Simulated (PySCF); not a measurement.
CaF2, SMILES [F][Ca][F].

Geometry optimised at PBE0-D3(BJ)/def2-TZVP. The isomer is the one that the SMILES or the coordinates give; other isomers of the formula were not compared.

Two levels are set side by side: TDDFT-PBE/def2-TZVPD (PySCF) and TDDFT-CAM-B3LYP/def2-TZVPD (PySCF). Vertical, same geometry. The lowest singlet is HOMO→LUMO 100 % with PBE and HOMO→LUMO 95 % with the other functional; states are paired by order. Differences are taken from unrounded values.

```tsv
quantity	TDDFT-CAM-B3LYP	TDDFT-PBE	TDDFT-PBE minus TDDFT-CAM-B3LYP
lowest singlet excitation (eV)	6.10	4.76	-1.34
lowest triplet excitation (TDA) (eV)	6.03	4.71	-1.32
```

Functionals without exact exchange tend to place singlet excitations lower, as here. Differences between two approximate levels are no errors against the true value.

Rough cost on one machine, each run with all the roots and properties that it gave: TDDFT-CAM-B3LYP against TDDFT-PBE about 4 times.
